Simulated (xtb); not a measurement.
C5H13O2Si (SMILES CCO[Si](C)OCC), doublet, at a GFN2-xTB geometry; GFN0-xTB (xtb 6.7.1).

xtb was given this input:
```
$ xtb coord --gfn 0 --uhf 1 --json

# file coord
$coord
      5.7796561851       0.5463362821       2.3568513048  c
      4.2375625099       1.2417249202       0.0306188733  c
      1.7511821388       0.4237663969       0.3527416075  o
     -0.5713178001       0.2353373453      -1.7005626498  si
      0.2326142499      -1.8150135535      -4.5415410197  c
     -2.8050949463      -1.2908916445      -0.2259718815  o
     -3.6138349509      -1.0027559371       2.2669069364  c
     -4.9432935624       1.5145321709       2.6788396605  c
      7.7180720104       1.1859905851       2.1335948464  h
      4.9664731887       1.4271899553       4.0251022268  h
      5.7690822981      -1.4907975509       2.6227559150  h
      5.0576822374       0.3628271325      -1.6590655869  h
      4.2523785863       3.2973563185      -0.2487071576  h
      0.9533851602      -3.6378006844      -3.9153664733  h
     -1.4185937613      -2.1496692158      -5.7040754360  h
      1.6630533248      -0.9240002213      -5.7103596824  h
     -1.9918636674      -1.1540861311       3.5460009451  h
     -4.9141506029      -2.5687577091       2.6475830802  h
     -5.6411910575       1.6410165104       4.6058681096  h
     -3.6221668290       3.0483554597       2.3267876708  h
     -6.5186351924       1.6957114394       1.3735466589  h
$end
```

Output, abridged:

```
   ID    Z sym.   atoms
    1    6 c      1, 2, 5, 7, 8
    2    8 o      3, 6
    3   14 si     4
    4    1 h      9-21

           -------------------------------------------------
          |                Calculation Setup                |
           -------------------------------------------------

           -------------------------------------------------
          |                 G F N 0 - x T B                 |
           -------------------------------------------------

          ...................................................
          :                      SETUP                      :
          :.................................................:
          :  # basis functions                  64          :
          :  # atomic orbitals                  63          :
          :  # shells                           43          :
          :  # electrons                        49          :
          :  electronic temp.          300.0000000     K    :
          :  accuracy                    1.0000000          :
          :  -> integral cutoff          0.2500000E+02      :
          :  -> integral neglect         0.1000000E-07      :
          ...................................................

         :::::::::::::::::::::::::::::::::::::::::::::::::::::
         ::                     SUMMARY                     ::
         :::::::::::::::::::::::::::::::::::::::::::::::::::::
         :: total energy             -26.065418074647 Eh    ::
         :: gradient norm              0.036011253345 Eh/a0 ::
         :: HOMO-LUMO gap              3.408461521987 eV    ::
         ::.................................................::
         :: H0 energy                -26.230922936378 Eh    ::
         :: repulsion energy           0.327861406663 Eh    ::
         :: electrostat energy        -0.131071963367 Eh    ::
         :: -> Gsolv                   0.000000000000 Eh    ::
         ::    -> Gsasa                0.000000000000 Eh    ::
         ::    -> Gshift               0.000000000000 Eh    ::
         :: dispersion energy         -0.006756971800 Eh    ::
         :: short-range corr.         -0.024527609765 Eh    ::
         :: add. restraining           0.000000000000 Eh    ::
         :: total charge               0.000000000000 e     ::
         :::::::::::::::::::::::::::::::::::::::::::::::::::::

           -------------------------------------------------
          |                Property Printout                |
           -------------------------------------------------

    * Orbital Energies and Occupations

         #    Occupation            Energy/Eh            Energy/eV
      -------------------------------------------------------------
         1        2.0000           -0.6862909             -18.6749
       ...           ...                  ...                  ...
        13        2.0000           -0.5274083             -14.3515
        14        2.0000           -0.5216833             -14.1957
        15        2.0000           -0.5155050             -14.0276
        16        2.0000           -0.5130842             -13.9617
        17        2.0000           -0.5059491             -13.7676
        18        2.0000           -0.5044318             -13.7263
        19        2.0000           -0.4984452             -13.5634
        20        2.0000           -0.4654167             -12.6646
        21        2.0000           -0.4359813             -11.8637
        22        2.0000           -0.4320871             -11.7577
        23        2.0000           -0.4269872             -11.6189
        24        2.0000           -0.4175588             -11.3624
        25        1.0000           -0.3215299              -8.7493 (HOMO)
        26                         -0.1962712              -5.3408 (LUMO)
        27                         -0.1913491              -5.2069
        28                         -0.1662843              -4.5248
        29                         -0.1565467              -4.2599
        30                         -0.1483612              -4.0371
        31                         -0.1263224              -3.4374
        32                         -0.1196449              -3.2557
        33                         -0.1131602              -3.0792
        34                         -0.1087542              -2.9594
        35                         -0.1054543              -2.8696
        36                         -0.0944118              -2.5691
       ...                                ...                  ...
        63                          0.5437307              14.7957
      -------------------------------------------------------------
                  HL-Gap            0.1252587 Eh            3.4085 eV
             Fermi-level            0.0000000 Eh            0.0000 eV

     #   Z          covCN         q      C6AA      α(0)
     1   6 c        3.751    -0.402    32.798     8.265
     2   6 c        3.718     0.200    19.638     6.404
     3   8 o        1.621    -0.551    23.851     6.605
     4  14 si       2.516     0.728   189.073    29.418
     5   6 c        3.649    -0.675    42.760     9.496
     6   8 o        1.621    -0.539    23.589     6.569
     7   6 c        3.733     0.209    19.486     6.375
     8   6 c        3.750    -0.445    34.116     8.430
     9   1 h        0.925     0.105     1.741     2.063
    10   1 h        0.925     0.141     1.455     1.886
    11   1 h        0.925     0.143     1.440     1.876
    12   1 h        0.924     0.021     2.712     2.575
    13   1 h        0.924     0.018     2.760     2.598
    14   1 h        0.925     0.202     1.089     1.632
    15   1 h        0.925     0.184     1.184     1.701
    16   1 h        0.925     0.164     1.301     1.784
    17   1 h        0.924     0.056     2.245     2.343
    18   1 h        0.924     0.045     2.384     2.414
    19   1 h        0.925     0.119     1.622     1.992
    20   1 h        0.925     0.134     1.501     1.916
    21   1 h        0.925     0.142     1.444     1.879

 Mol. C6AA /au·bohr⁶  :       4459.376350
 Mol. C8AA /au·bohr⁸  :     129110.848520
 Mol. α(0) /au        :        108.222666

Wiberg/Mayer (AO) data.
largest (>0.10) Wiberg bond orders for each atom

 ---------------------------------------------------------------------------
     #   Z sym  total        # sym  WBO       # sym  WBO       # sym  WBO
 ---------------------------------------------------------------------------
     1   6 c    3.980 --     2 c    1.017     9 h    0.980    11 h    0.980
                            10 h    0.980
     2   6 c    3.952 --     1 c    1.017    12 h    0.973    13 h    0.973
                             3 o    0.973
     3   8 o    2.242 --     4 si   1.146     2 c    0.973
     4  14 si   3.478 --     6 o    1.154     3 o    1.146     5 c    0.991
     5   6 c    3.925 --     4 si   0.991    15 h    0.960    16 h    0.960
                            14 h    0.953
     6   8 o    2.256 --     4 si   1.154     7 c    0.975
     7   6 c    3.952 --     8 c    1.017     6 o    0.975    18 h    0.973
                            17 h    0.972
     8   6 c    3.980 --     7 c    1.017    21 h    0.980    19 h    0.980
                            20 h    0.974
     9   1 h    0.980 --     1 c    0.980
    10   1 h    0.986 --     1 c    0.980
    11   1 h    0.987 --     1 c    0.980
    12   1 h    0.992 --     2 c    0.973
    13   1 h    0.997 --     2 c    0.973
    14   1 h    0.985 --     5 c    0.953
    15   1 h    0.989 --     5 c    0.960
    16   1 h    0.990 --     5 c    0.960
    17   1 h    0.996 --     7 c    0.972
    18   1 h    1.004 --     7 c    0.973
    19   1 h    0.980 --     8 c    0.980
    20   1 h    0.988 --     8 c    0.974
    21   1 h    0.986 --     8 c    0.980
 ---------------------------------------------------------------------------

Topologies differ in total number of bonds
Writing topology from bond orders to xtbtopo.mol

 dipole moment from electron density (au)
     X       Y       Z
   0.3014   0.5117  -0.0081  total (Debye):    1.510

           -------------------------------------------------
          | TOTAL ENERGY              -26.065418074647 Eh   |
          | GRADIENT NORM               0.036011253345 Eh/α |
          | HOMO-LUMO GAP               3.408461521987 eV   |
           -------------------------------------------------

normal termination of xtb
```
